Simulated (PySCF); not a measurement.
**Gd³⁷⁺: ionisation energy**

Gd³⁷⁺ [Ar] 3d9 (2D) → Gd³⁸⁺ [Ar] 3d8 (3F), as a difference of total energies. Calculation: PySCF 2.14, in an uncontracted even-tempered set (18 s from 6.2 bohr⁻², ratio 2.5; 13 p from 8.1 bohr⁻², ratio 2.5; 8 d from 8.1 bohr⁻², ratio 2.5; 4 f from 37 bohr⁻², ratio 2.7; 3 g from 55 bohr⁻², ratio 2.7); the spin-free X2C one-electron Hamiltonian (Gaussian nucleus). Correlated levels: outer shells: [Ne] frozen; virtual orbitals above 40 to 60 times the deepest correlated orbital energy dropped. The calculations carry no spin-orbit coupling.

| method | ionisation energy (eV) |
| --- | --- |
| UHF | 2733.3 |
| LDA | 2734.1 |
| PBE | 2732.9 |
| PBE0 | 2733.6 |
| r2SCAN | 2732.6 |
| BHandHLYP | 2733.9 |
| B2PLYP | 2734.0 |
| MP2 (outer shells) | 2735.1 |
| SCS-MP2 (outer shells) | 2734.9 |

Spin-orbit coupling is strong in these open shells (close to jj coupling). The scalar numbers leave it out and a first-order estimate fails, so it can dominate the gap to the real levels.

Breit and QED terms and the two-electron picture change are absent.

For comparison: 2720 ± 4 eV (theoretical estimate listed by NIST; NIST Atomic Spectra Database, ionization energies).
